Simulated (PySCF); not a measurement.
# Static response to an electric field

Compound: C₃H₈O₂Si₂.
Geometry (GFN2-xTB, Å), atoms numbered from 1 in this order:
```xyz
15
C3H8O2Si2 angstrom
C     -2.5807    0.6491    0.2917
O     -1.4226    0.2923    1.0054
C     -0.2559    0.1579    0.3036
C     -0.0990    0.3323   -1.0111
O      1.1121    0.1741   -1.6159
Si     2.4505   -0.2443   -0.7449
Si     1.3077   -0.3203    1.2610
H     -3.3811    0.7037    1.0281
H     -2.4636    1.6228   -0.1959
H     -2.8290   -0.1024   -0.4653
H     -0.8697    0.6056   -1.7188
H      3.4071    0.8322   -1.0034
H      2.9198   -1.4829   -1.3663
H      1.1091   -1.6135    1.9234
H      1.5908    0.6890    2.2866
```

Level: PBE0/def2-SVPD (PySCF), static field, nuclei fixed, core orbitals frozen in the response. The polarisability tensor in these axes (au):

```
x   110.93  -6.55  -6.85
y    -6.55  76.37  -2.60
z    -6.85  -2.60 100.26
```

Problem. Diagonalise the tensor; give its mean and Δα, where Δα² is half the sum of the squared differences of the eigenvalues.

Solution. Principal values 74.58, 98.09 and 114.89 au; mean 95.85 au = 14.20 Å³ = 15.80 × 10⁻⁴⁰ C²·m²/J; Δα = 35.07 au (37 % of the mean).

Problem. What is the dipole moment, and where does it point?

Solution. (-0.50, 0.11, -0.03) D, 0.51 D in size, pointing from the negative to the positive side. Measured along this direction, the outermost atoms are H13 and H12 at the negative end and H8 at the positive end.

Problem. Molar refractivity from α?

Solution. Lorentz–Lorenz: R = (4π/3)N_A α = 2.5225 cm³/(mol·Å³) × 14.20 Å³ = 35.8 cm³/mol, in the limit of long wavelengths.

Problem. Refractivity n − 1 of an ideal gas of it at 273.15 K and 1 atm, from the electronic α?

Solution. N = p/kT = 2.6868 × 10¹⁹ cm⁻³, so n − 1 = 2π × N × 14.20 × 10⁻²⁴ cm³ = 2398 × 10⁻⁶ at long wavelengths.

Problem. How large is μ²/3kT at 250 K beside α?

Solution. In Gaussian units μ²/3kT = 2.51 Å³ against 14.20 Å³, a ratio of 0.18; the Debye molar polarisation (4π/3)N_A(α + μ²/3kT) is 42.2 cm³/mol, leaving out the vibrational part.

Problem. Find the Langevin capture rate constant for H3+ (3.023 u) meeting this molecule (132.006 u), k = 2.342 × 10⁻⁹ cm³/s × √(α in Å³ / reduced mass in u).

Solution. The reduced mass is 2.96 u, so k = 5.13 × 10⁻⁹ cm³/s. The formula leaves out the permanent dipole, which adds to the capture rate.

Problem. Give the eigenvalues of the traceless quadrupole moment Θ = ½Σq(3rr − r²1), origin at the centre of nuclear charge.

Solution. -8.34, -3.78, 12.12 D·Å. The values depend on the origin, since the dipole doesn't vanish. The electronic extent ⟨r²⟩ about the same centre is 1226 bohr², a root-mean-square distance of 2.21 Å for the 70 electrons.

Isolated species at its GFN2-xTB geometry (one conformer only).
